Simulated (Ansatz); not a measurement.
## What each rung costs, and what it gives

Saddle point of Si$_{2}$H$_{6}$SO, singlet (Si₂H₆SO ([OH][SiH]([SiH3])[SH]) → Si₂H₄O ([O][SiH][SiH3]) + H₂S (still joined by a long Si–S bond); bonds formed: S2–H4; bonds broken: O3–H4; bonds weakened to dative contacts: Si1–S2), PBE0-D4/def2-TZVP structure:

```xyz
10
angstrom
Si -0.1264 0.8410 0.0313
S 1.0657 -0.1306 -1.8838
O -1.1859 1.3935 -0.9613
H -0.1507 0.5883 -2.0746
H 0.9553 1.7101 0.5915
Si -0.5282 -1.0413 1.3752
H 1.8127 0.9725 -2.0629
H 0.7498 -1.5291 1.9624
H -1.1302 -2.1179 0.5455
H -1.4622 -0.6865 2.4767
```

Barriers are electronic and count from the start structure reached by relaxing down the imaginary mode.

Program: Ansatz 0.2.0. Basis: as named in each row. Cores are frozen in the correlated methods. B3LYP uses VWN-RPA correlation. Extrapolation: Hartree–Fock as exp(−7.88 √X), correlation as X^−2.97.

Times are rough, for one single point on 4 threads of a shared host (Arm Neoverse V2).

The estimate by CCSD(T) at an estimated basis limit (MP2 extrapolated from triple and quadruple zeta, plus CCSD(T) − MP2 in triple zeta) is 53.04 kcal/mol.

```json
{"method": "HF", "basis": "STO-3G", "time (s)": "under 1", "barrier (kcal/mol)": "110.89", "method less estimate": "57.85"}
{"method": "PBE-D4", "basis": "STO-3G", "time (s)": "under 1", "barrier (kcal/mol)": "59.49", "method less estimate": "6.45"}
{"method": "SPW92", "basis": "def2-SVP", "time (s)": "under 1", "barrier (kcal/mol)": "46.01", "method less estimate": "-7.03"}
{"method": "PBE-D4", "basis": "def2-SVP", "time (s)": "under 1", "barrier (kcal/mol)": "46.66", "method less estimate": "-6.38"}
{"method": "B3LYP-D4", "basis": "6-31G", "time (s)": "under 1", "barrier (kcal/mol)": "60.30", "method less estimate": "7.26"}
{"method": "PBE0-D4", "basis": "def2-SVP", "time (s)": "under 1", "barrier (kcal/mol)": "53.29", "method less estimate": "0.25"}
{"method": "SPW92", "basis": "def2-TZVPP", "time (s)": "under 1", "barrier (kcal/mol)": "45.18", "method less estimate": "-7.86"}
{"method": "BLYP-D4", "basis": "def2-TZVPP", "time (s)": "1", "barrier (kcal/mol)": "45.60", "method less estimate": "-7.44"}
{"method": "PBE-D4", "basis": "def2-TZVPP", "time (s)": "2", "barrier (kcal/mol)": "45.90", "method less estimate": "-7.15"}
{"method": "CCSD(T)", "basis": "def2-SVP", "time (s)": "2", "barrier (kcal/mol)": "54.09", "method less estimate": "1.04"}
{"method": "B3LYP-D4", "basis": "def2-TZVPP", "time (s)": "2", "barrier (kcal/mol)": "50.75", "method less estimate": "-2.29"}
{"method": "BHLYP-D4", "basis": "def2-TZVPP", "time (s)": "2", "barrier (kcal/mol)": "57.25", "method less estimate": "4.21"}
{"method": "CAM-B3LYP-D4", "basis": "def2-TZVPP", "time (s)": "2", "barrier (kcal/mol)": "53.12", "method less estimate": "0.08"}
{"method": "PBE0-D4", "basis": "def2-TZVPP", "time (s)": "2", "barrier (kcal/mol)": "52.02", "method less estimate": "-1.02"}
{"method": "r2SCAN-D4", "basis": "def2-TZVPP", "time (s)": "3", "barrier (kcal/mol)": "50.06", "method less estimate": "-2.98"}
{"method": "RPA on PBE", "basis": "def2-TZVPP", "time (s)": "3", "barrier (kcal/mol)": "51.00", "method less estimate": "-2.05"}
{"method": "r2SCAN0-D4", "basis": "def2-TZVPP", "time (s)": "4", "barrier (kcal/mol)": "54.36", "method less estimate": "1.31"}
{"method": "B2PLYP", "basis": "def2-TZVPP", "time (s)": "4", "barrier (kcal/mol)": "51.33", "method less estimate": "-1.71"}
{"method": "wB97M-V", "basis": "def2-SVP", "time (s)": "4", "barrier (kcal/mol)": "54.28", "method less estimate": "1.24"}
{"method": "PBE-QIDH", "basis": "def2-TZVPP", "time (s)": "4", "barrier (kcal/mol)": "54.49", "method less estimate": "1.45"}
{"method": "wB97X-V", "basis": "def2-TZVPP", "time (s)": "6", "barrier (kcal/mol)": "54.18", "method less estimate": "1.14"}
{"method": "wB97M-V", "basis": "def2-TZVPP", "time (s)": "6", "barrier (kcal/mol)": "53.13", "method less estimate": "0.09"}
{"method": "B97M-V", "basis": "def2-TZVPP", "time (s)": "8", "barrier (kcal/mol)": "52.07", "method less estimate": "-0.97"}
{"method": "MP2", "basis": "def2-QZVPP", "time (s)": "13", "barrier (kcal/mol)": "51.88", "method less estimate": "-1.17"}
{"method": "CCSD(T)", "basis": "def2-TZVPP", "time (s)": "64", "barrier (kcal/mol)": "53.10", "method less estimate": "0.06"}
```

All methods are single points on the PBE0-D4 structures.

No T1 diagnostic of these runs exceeds 0.018.

Labels in which every atom is bracketed show which atoms are joined, not bond orders.
